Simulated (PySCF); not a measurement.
**Cost against result**

Saddle point of CH₉GeN, singlet (CH₆Ge ([CH3][GeH3]) + NH₃ → CH₇GeN ([CH3][GeH2][NH2]) + H₂; bonds formed: Ge1–N7, H2–H6; bonds broken: Ge1–H2, H6–N7), PBE0-D4/def2-TZVP structure:

```
12
angstrom
Ge -0.7238 0.0990 0.0065
H 0.2927 -1.6049 -0.6041
H -1.9809 -0.7101 -0.3352
H -1.2191 1.5955 0.0202
C 0.1896 -0.1344 1.7102
H 0.6327 -0.7511 -1.3837
N 0.4549 0.3845 -1.5922
H -0.2824 0.4807 2.4789
H 0.1788 -1.1855 1.9925
H 1.2297 0.1794 1.6014
H -0.0178 0.6428 -2.4531
H 1.2456 1.0039 -1.4414
```

Barriers are electronic and count from the start structure reached by relaxing down the imaginary mode.

Computed with PySCF 2.14 with density fitting (its default auxiliary sets; JK sets also for MP2 and CCSD(T)) (basis: as named in each row); correlated methods freeze the cores. Filled d shells of the heavier atoms are correlated. The def2 sets are not built for correlating such inner shells, so the correlated values are less sure here. B3LYP uses VWN-RPA correlation. Extrapolation: Hartree–Fock as exp(−7.88 √X), correlation as X^−2.97.

Times are rough, for one single point on 4 threads of a shared host (Intel Xeon).

The estimate by CCSD(T) at an estimated basis limit (MP2 extrapolated from triple and quadruple zeta, plus CCSD(T) − MP2 in triple zeta) is 228.0 kJ/mol.

| method | basis | time (s) | barrier (kJ/mol) | method less estimate |
| --- | --- | --- | --- | --- |
| HF | STO-3G | 2 | 374.5 | 146.4 |
| B3LYP-D4 | 6-31G | 11 | 178.8 | -49.2 |
| PBE0-D4 | def2-SVP | 13 | 202.4 | -25.7 |
| PBE-D4 | def2-SVP | 16 | 183.6 | -44.4 |
| MP2 | def2-QZVPP | 20 | 224.6 | -3.5 |
| SPW92 | def2-TZVPP | 21 | 164.2 | -63.8 |
| BHLYP-D4 | def2-TZVPP | 27 | 232.9 | 4.8 |
| B3LYP-D4 | def2-TZVPP | 30 | 215.7 | -12.3 |
| PBE0-D4 | def2-TZVPP | 31 | 205.9 | -22.1 |
| PBE-D4 | def2-TZVPP | 32 | 191.0 | -37.0 |
| r2SCAN-D4 | def2-TZVPP | 54 | 204.5 | -23.5 |
| CCSD(T) | def2-SVP | 220 | 235.6 | 7.6 |
| wB97M-V | def2-TZVPP | 650 | 219.7 | -8.3 |
| CCSD(T) | def2-TZVPP | 1700 | 224.6 | -3.4 |

All methods are single points on the PBE0-D4 structures.

No T1 diagnostic of these runs exceeds 0.012.

Labels in which every atom is bracketed show which atoms are joined, not bond orders.
